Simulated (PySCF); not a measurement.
Trend along group 12: MP cations

HF with double-zeta basis sets in PySCF, for the lowest determinant that a PBE0 search found; no spin–orbit coupling. De refers to high-spin ground-configuration atoms (the charge goes to the atom of lower measured ionisation energy or higher electron affinity, which is not always the lowest computed limit). A positive dipole points towards P; it is taken about the centre of mass and depends on that origin.

| M | basis | reference | charged atom | state (unpaired electrons) | Re (Å) | ωe (cm⁻¹) | De (eV) | μ (D) |
| --- | --- | --- | --- | --- | --- | --- | --- | --- |
| Zn | x2c-SVPall | ROHF | Zn+ | triplet (π ↑↑) | 2.370 | 299 | 0.39 | -2.90 |
| Cd | def2-SVP | ROHF | Cd+ | triplet (π ↑↑) | 2.546 | 272 | 0.03 | -2.25 |
| Hg | def2-SVP | ROHF | Hg+ | triplet (π ↑↑) | 2.543 | 243 | 0.43 | 1.13 |

The shortest bond is that of ZnP⁺ (2.370 Å), the longest that of CdP⁺ (2.546 Å).

The rows differ in basis set, which adds steps of its own.

Down a group the atoms grow and get heavier, so bonds lengthen and wavenumbers fall; this series shows no clear exception.

These are scalar-relativistic numbers at best; spin–orbit coupling would shift them, the dissociation energy most. For an ion De counts to the pair picked by the measured ionisation energies or electron affinities, which need not be the lowest pair at this level. UHF is strongly spin-contaminated for CdP⁺, ZnP⁺, so the ROHF reference used there is far from stable. Hartree–Fock leaves out correlation, which carries a large part of most bond energies and some tenths to 1 eV of ionisation energies. States were picked by a PBE0 search and need not be the measured ground states.
